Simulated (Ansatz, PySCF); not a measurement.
This PySCF input computes a PBE0/def2-TZVPD energy:

```python
from pyscf import gto, scf, dft

mol = gto.M(
    atom='''
    Si    0.04168357    0.00804222    0.00717305
    Cl    0.08471672   -1.34299900   -1.46377368
    Cl   -0.59871022   -0.68367697    1.76849894
    Cl   -0.68474518    1.79539722   -0.51100833
    N     1.87100914    0.36098332    0.32196969
    H     2.37244023   -0.48721119    0.60100705
    H     2.33026262    0.72812545   -0.51649427
    H     1.99522069    1.05135023    1.06808894
    ''',
    basis='def2-tzvpd',
    charge=1,
    spin=0,
    verbose=4,
)

mf = dft.RKS(mol, xc='pbe0').density_fit(auxbasis='def2-universal-jkfit')
mf.grids.level = 3
mf.conv_tol = 1e-9
mf.max_cycle = 100
mf.max_memory = 1500
mf.kernel()
if not mf.converged:
    mf = mf.newton()
    mf.kernel(mf.make_rdm1())
mf.analyze()
```

Problem. Write an input for the same energy in Ansatz (a first-principles code) and say what it gives.

Solution. 
Ansatz 0.2 input:
```yaml
crystal:
  periodic: [false, false, false]
  atoms:
    - {symbol: Si, position_ang: [0.04168357, 0.00804222, 0.00717305]}
    - {symbol: Cl, position_ang: [0.08471672, -1.34299900, -1.46377368]}
    - {symbol: Cl, position_ang: [-0.59871022, -0.68367697, 1.76849894]}
    - {symbol: Cl, position_ang: [-0.68474518, 1.79539722, -0.51100833]}
    - {symbol: N, position_ang: [1.87100914, 0.36098332, 0.32196969]}
    - {symbol: H, position_ang: [2.37244023, -0.48721119, 0.60100705]}
    - {symbol: H, position_ang: [2.33026262, 0.72812545, -0.51649427]}
    - {symbol: H, position_ang: [1.99522069, 1.05135023, 1.06808894]}
basis:
  gaussian:
    orbitals: def2-TZVPD
hamiltonian:
  xc: {name: PBE0}
total_charge: 1
output: {forces: true}
```
It gives -1726.01853 Eh, and PySCF -1726.01859 Eh, a difference of 0.06 mEh, from the treatment of integrals and grids.

It need not be the lowest isomer of its formula.
